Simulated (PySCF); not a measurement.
# Hg₂Cl⁺ at several levels of theory

All levels use the PBE0 minimum (triplet; Cl–Hg 2.618 Å (×2); Hg–Cl–Hg 115.2°), basis [Cl def2-SVP, Hg def2-SVP with ECP60], scalar-relativistic core potentials, density fitting, no spin–orbit coupling, PySCF. For vertical energies the ionised species is a doublet (spins chosen at PBE0 and kept). Open shells are unrestricted, also as the reference of the correlated levels. Dipoles are about the centre of mass. A dash marks a value that was not computed or is not defined at that level.

| level | vertical IP (eV) | −ε(HOMO) (eV) | dipole (D) |
| --- | --- | --- | --- |
| PBE0 | ? | ? | ? |
| HF | 13.27 | 13.81 | 1.98 |
| MP2 | 14.08 | – | – |
| PBE | ? | ? | ? |
| r2SCAN | 14.07 | 11.57 | 0.96 |
| B3LYP | 14.03 | 11.94 | 0.89 |
| TPSSh | 13.85 | 11.54 | 1.06 |

Question: Fill in the row of PBE0.

Answer: vertical IP (eV) 13.98, −ε(HOMO) (eV) 12.08, dipole (D) 1.14.

Question: Fill in the row of PBE.

Answer: vertical IP (eV) 13.90, −ε(HOMO) (eV) 11.23, dipole (D) 0.69.

Spin contamination in at least one species weakens the values at: HF, MP2.

Spin–orbit coupling, left out here, can matter for elements this heavy.
